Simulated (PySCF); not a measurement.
Electronic structure of In²⁺ (indium, charge +2) at the UHF level

Configuration: [Kr] 4d9 5s1 5p1, one real determinant (an excited configuration). All numbers are calculated (PySCF 2.14, a scalar-relativistic core potential, in aug-cc-pVQZ-PP with one added diffuse shell each of s, p, d, f, g type with ECP28MDF (8s8p6d4f3g, 117 functions)).

- Total energy: -187.666183 hartree
- One-electron energy: -316.4402 hartree
- Hartree (Coulomb) energy: 143.9165 hartree
- Exchange energy: -15.1424 hartree
- ⟨S²⟩: 3.7509
- ⟨L²⟩: 8.037
- Sum of ⟨r⟩: 22.52 bohr
- Sum of ⟨r²⟩: 34.81 bohr²
- Traceless quadrupole moment −½Σ⟨3z² − r²⟩ along its main axis: -3.32 e·bohr²

| shell | electrons | mean orbital energy (eV) | spread (eV) | rms radius, mean of both spins (bohr) |
| --- | --- | --- | --- | --- |
| 4s α | 1 | -172.83 | 0 | 0.907 |
| 4s β | 1 | -169.64 | 0 | 0.907 |
| 4p α | 3 | -124.91 | 2.077 | 0.986 |
| 4p β | 3 | -121.43 | 2.223 | 0.986 |
| 4d α | 5 | -52.620 | 2.018 | 1.21 |
| 4d β | 4 | -50.867 | 0.805 | 1.21 |
| 5s α | 1 | -31.312 | 0 | 2.44 |
| 5p α | 1 | -23.180 | 0 | 2.84 |

⟨L²⟩ = 8.04 against 12 for a pure F term, so this real determinant mixes terms. Energies and moments cover only the electrons outside the core potential.
